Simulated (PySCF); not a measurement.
CH3ClF2Si, SMILES C[Si](F)(F)Cl.

Geometry: PBE-D3(BJ)/def2-SVP.

Method: PBE-D3(BJ)/def2-SVP in PySCF 2.14.0.

Frequencies are harmonic and unscaled.

| mode | ν (cm⁻¹) | IR (km/mol) | moving atoms (share of kinetic energy) |
|---|---|---|---|
| 1 | 129 | 0.0 | H 98 % |
| 2 | 173 | 0.3 | C 31 %, H 22 %, Cl 21 %, F 21 % |
| 3 | 191 | 0.4 | F 64 %, C 14 %, H 11 %, Cl 10 % |
| 4 | 245 | 4.4 | F 42 %, Si 24 %, H 14 %, Cl 12 % |
| 5 | 282 | 14.8 | F 55 %, Cl 28 %, Si 8 % |
| 6 | 319 | 34.7 | F 59 %, Si 21 %, C 13 % |
| 7 | 525 | 59.4 | Cl 38 %, Si 27 %, F 14 %, C 14 % |
| 8 | 712 | 46.7 | C 31 %, H 27 %, Si 22 %, F 17 % |
| 9 | 761 | 3.8 | H 69 %, C 21 %, F 10 % |
| 10 | 786 | 131.3 | H 53 %, C 22 %, Si 21 % |
| 11 | 888 | 168.7 | Si 45 %, F 43 % |
| 12 | 949 | 159.0 | Si 50 %, F 44 % |
| 13 | 1233 | 37.9 | H 76 %, C 23 % |
| 14 | 1373 | 6.1 | H 96 % |
| 15 | 1376 | 2.9 | H 96 % |
| 16 | 2990 | 0.3 | H 97 % |
| 17 | 3094 | 0.1 | H 91 %, C 9 % |
| 18 | 3098 | 0.0 | H 91 %, C 9 % |
